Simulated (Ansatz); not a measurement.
# Ligand exchange: Mo(CH3)2O2 + SnH(CH3)2(OH) → Mo(CH3)(OH)O2 + SnH(CH3)3

Species: Mo(CH3)2O2, singlet; SnH(CH3)2(OH), singlet; Mo(CH3)(OH)O2, singlet; SnH(CH3)3, singlet. The partners trade CH3 for OH: Mo–CH3 and Sn–OH bonds give way to Mo–OH and Sn–CH3.

Shapes, held fixed at every level: PBE0-D4/def2-TZVP. Flexible molecules stand in one conformer, not always the lowest. Programs: Ansatz 0.2.0. The zero-point and thermal change to 298 K, harmonic and unscaled (PBE0-D4/def2-TZVP), is +2.7 kJ/mol.

| level | kind | ΔH(298 K) (kJ/mol) | less CCSD(T)/def2-TZVPP | CPU time (sum over the molecules) |
| --- | --- | --- | --- | --- |
| HF/def2-TZVPP | Hartree–Fock | -70.6 | +2.3 | – |
| SPW92/def2-TZVPP | LDA | -80.1 | -7.2 | 20 s |
| r2SCAN0-D4/def2-TZVPP | global hybrid | -73.8 | -0.9 | 76 s |
| wB97M-V/def2-TZVPP | range-separated hybrid | -73.9 | -1.0 | 2.8 min |
| wB97X-V/def2-TZVPP | range-separated hybrid | -74.7 | -1.8 | 2 min |
| CCSD(T)/def2-SVP | coupled cluster or CI | -83.8 | -10.9 | 2.5 min |
| CCSD/def2-SVP | coupled cluster or CI | -81.4 | -8.5 | – |
| CCSD(T)/def2-TZVPP | coupled cluster or CI | -72.9 | 0.0 | 61 min |

The highest level, CCSD(T)/def2-TZVPP, gives ΔH(298 K) = -72.9 kJ/mol; the levels span -83.8 to -70.6. The column of differences is taken from that level and isn't an error. No measured value is set beside it here. T1 is large for Mo(CH3)2O2, so single-reference values are less sure there. For atoms past krypton def2 sets carry core potentials with scalar relativity. Correlated rows may include outer-core shells of Mo, Sn, which these sets cover unevenly. Times are processor times on shared x86 and Arm servers, and rough.
